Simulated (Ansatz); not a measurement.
## Cost against result

Saddle point of Si2H8SO, closed shell (Si₂H₆O ([SiH3][O][SiH3]) + H₂S → Si₂H₆SO ([SiH3][O][SiH2][SH]) + H₂; bonds formed: Si1–S8, H2–H7; bonds broken: Si1–H2, H7–S8), PBE0-D4/def2-TZVP structure:

```xyz
12
angstrom
Si 0.7597 0.5804 0.0893
H 0.9562 -0.7616 -0.9729
O -0.7782 0.5857 -0.5248
Si -2.2753 -0.0281 -0.2713
H 0.4918 0.3431 1.5224
H 1.3294 1.7858 -0.5293
H 1.7935 -0.6993 -0.5863
S 3.0952 -0.0868 0.4986
H -2.5179 -0.2093 1.1854
H -2.3989 -1.3471 -0.9459
H -3.2750 0.9128 -0.8314
H 2.8196 -1.0755 1.3662
```

Barriers are electronic and count from the start structure reached by relaxing down the imaginary mode.

Program: Ansatz 0.2.0. Basis: as named in each row. Cores are frozen in the correlated methods. B3LYP uses VWN-RPA correlation. Extrapolation: Hartree–Fock as exp(−7.88 √X), correlation as X^−2.97.

Times are rough, for one single point on 4 threads of a shared host (Arm Neoverse V2).

The estimate by CCSD(T) at an estimated basis limit (MP2 extrapolated from triple and quadruple zeta, plus CCSD(T) − MP2 in triple zeta) is 44.93 kcal/mol.

```tsv
method	basis	time (s)	barrier (kcal/mol)	method less estimate
HF	STO-3G	under 1	115.72	70.79
PBE-D4	STO-3G	under 1	65.18	20.25
SPW92	def2-SVP	under 1	30.11	-14.82
PBE-D4	def2-SVP	under 1	36.45	-8.48
B3LYP-D4	6-31G	under 1	52.19	7.26
PBE0-D4	def2-SVP	under 1	41.33	-3.60
SPW92	def2-TZVPP	1	28.73	-16.20
PBE-D4	def2-TZVPP	2	34.76	-10.17
BLYP-D4	def2-TZVPP	2	40.76	-4.17
B3LYP-D4	def2-TZVPP	2	43.97	-0.96
BHLYP-D4	def2-TZVPP	3	49.40	4.47
CAM-B3LYP-D4	def2-TZVPP	3	46.58	1.65
PBE0-D4	def2-TZVPP	3	39.25	-5.68
CCSD(T)	def2-SVP	3	53.78	8.85
r2SCAN-D4	def2-TZVPP	4	38.34	-6.59
r2SCAN0-D4	def2-TZVPP	4	41.42	-3.51
RPA on PBE	def2-TZVPP	4	48.00	3.07
wB97M-V	def2-SVP	4	46.40	1.47
B2PLYP	def2-TZVPP	5	45.83	0.90
PBE-QIDH	def2-TZVPP	5	43.25	-1.68
wB97X-V	def2-TZVPP	7	46.04	1.11
wB97M-V	def2-TZVPP	8	44.70	-0.23
B97M-V	def2-TZVPP	8	42.48	-2.45
MP2	def2-QZVPP	19	43.57	-1.36
CCSD(T)	def2-TZVPP	120	46.91	1.98
```

All methods are single points on the PBE0-D4 structures.

No T1 diagnostic of these runs exceeds 0.013.

Labels in which every atom is bracketed show which atoms are joined, not bond orders.
